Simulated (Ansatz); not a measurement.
Cost and result for the atomization energy of C3H6FNSi (`N=CC1(F)C[SiH2]1`) (12 atoms, 12 bonds).

```xyz
12

N    -1.6395    1.2034   -1.5702
C    -0.9439    0.2831   -1.0551
C    -0.0824    0.3848    0.1321
F    -0.1789    1.6034    0.7547
C    -0.0412   -0.8127    1.0884
Si    1.5568   -0.5471    0.1986
H    -1.5335    2.0667   -1.0339
H    -0.9572   -0.7067   -1.5238
H    -0.7167   -1.6329    0.8678
H    -0.0530   -0.5173    2.1336
H     1.9308   -1.4074   -0.9413
H     2.6585    0.0827    0.9491
```

The species carries charge 0 and has multiplicity 1. All single points use the PBE0-D4/def2-TZVP geometry. It is one conformer, not always the lowest. Program: Ansatz. All runs use 4 threads of an Arm Neoverse V2 on a shared host. Times are those of one run each, without the atoms' runs, and a repeat can differ threefold. Electronic energies, without spin–orbit coupling; frozen cores. CCSD(T)/CBS adds CCSD(T) − MP2 in def2-TZVPP to the MP2 limit, and its time is that of the two runs behind it. T1 = 0.013. B3LYP takes the VWN-RPA correlation (the form of Gaussian; ORCA's B3LYP/G).

CCSD(T)/CBS is a level of theory with its own doubt, some kJ/mol a heavy atom from the limit and from the frozen cores, so smaller differences don't rank the functionals.

```
                             level  functions  wall time
   PBE-D4/def2-TZVPP (with forces)        281      2.7 s
                PBE0-D4/def2-TZVPP        281      3.2 s
 B3LYP-D4/def2-TZVPP (with forces)        281        5 s
r2SCAN-D4/def2-TZVPP (with forces)        281        5 s
                 B2PLYP/def2-TZVPP        281      6.5 s
                ωB97X-V/def2-TZVPP        281        8 s
  ωB97M-V/def2-TZVPP (with forces)        281       12 s
                    MP2/def2-QZVPP        535       27 s
                CCSD(T)/def2-TZVPP        281    4.2 min
                 CCSD(T)/CBS(def2)          –    4.6 min
```

Q: What atomization energy does each give, and how far from CCSD(T)/CBS? (Estimate.)

A: Ansatz gave: 
| level | atomization (kcal/mol) | difference from CCSD(T)/CBS | per bond |
| --- | --- | --- | --- |
| PBE-D4/def2-TZVPP (with forces) | 1132.0 | 39.2 | 3.3 |
| PBE0-D4/def2-TZVPP | 1103.9 | 11.1 | 0.9 |
| B3LYP-D4/def2-TZVPP (with forces) | 1096.6 | 3.8 | 0.3 |
| r2SCAN-D4/def2-TZVPP (with forces) | 1099.9 | 7.1 | 0.6 |
| B2PLYP/def2-TZVPP | 1083.3 | -9.5 | -0.8 |
| ωB97X-V/def2-TZVPP | 1100.9 | 8.1 | 0.7 |
| ωB97M-V/def2-TZVPP (with forces) | 1100.3 | 7.5 | 0.6 |
| MP2/def2-QZVPP | 1102.7 | 9.9 | 0.8 |
| CCSD(T)/def2-TZVPP | 1061.6 | -31.2 | -2.6 |
| CCSD(T)/CBS(def2) | 1092.8 | 0.0 | 0.0 |

The D4 term adds +10.0 kcal/mol with B3LYP and +5.2 kcal/mol with PBE0; it sums over pairs of atoms, weighted by their polarisabilities, and B3LYP, whose exchange is more repulsive, gets the larger term. In def2-TZVPP, CCSD(T) changes the Hartree–Fock value by +298.3 kcal/mol (the triples alone add +20.7 kcal/mol) and MP2 by +320.8 kcal/mol; breaking electron pairs costs correlation energy, which Hartree–Fock lacks. From PBE to PBE0 (25 % exact exchange), in def2-TZVPP and without D4, the atomization energy moves by −27.1 kcal/mol: exact exchange takes away binding that semilocal exchange gives to molecules.
